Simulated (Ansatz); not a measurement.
`CS[SiH2][SiH3]` + `OC(O)I` → `[SiH3][SiH2]I` + `CSC(O)O`  (formal exchange of groups at the Si–S bond)

Computed with Ansatz on PBE0-D4/def2-TZVP structures; ΔE is electronic, products minus reactants. CCSD(T)/CBS adds triple-zeta CCSD(T) − MP2 to the extrapolated MP2 energy (def2 sets, frozen cores). Functionals use def2-TZVPP. B3LYP here is the variant with VWN-RPA as its local correlation; programs differ in this. def2 core potentials past Kr. For I outer-core shells are correlated without core-valence functions, which leaves a few kJ/mol of doubt a bond. One conformer a species, not always the lowest.

```json
{"level": "PBE-D4", "ΔE (eV)": "-0.34"}
{"level": "PBE0", "ΔE (eV)": "-0.43"}
{"level": "B3LYP", "ΔE (eV)": "-0.38"}
{"level": "SCS-MP2/def2-TZVPP", "ΔE (eV)": "-0.43"}
{"level": "CCSD/def2-TZVPP", "ΔE (eV)": "-0.45"}
{"level": "HF/def2-QZVPP", "ΔE (eV)": "-0.55"}
{"level": "MP2/def2-QZVPP", "ΔE (eV)": "-0.45"}
{"level": "HF/CBS(def2)", "ΔE (eV)": "-0.55"}
```

Task: What does CCSD(T)/CBS give? (Best estimate.)

Result: Ansatz gave: -0.45 eV. The listed levels differ from it by 0.11, 0.02, 0.07, 0.02, 0.00, -0.10, 0.00, -0.10 eV.

Largest T1 diagnostic among the species: 0.012.

From PBE to PBE0 (25 % exact exchange), in def2-TZVPP and without D4, ΔE moves by −0.08 eV. In def2-TZVPP, CCSD(T) changes the Hartree–Fock value by +0.13 eV (the triples alone add +0.03 eV) and MP2 by +0.12 eV.
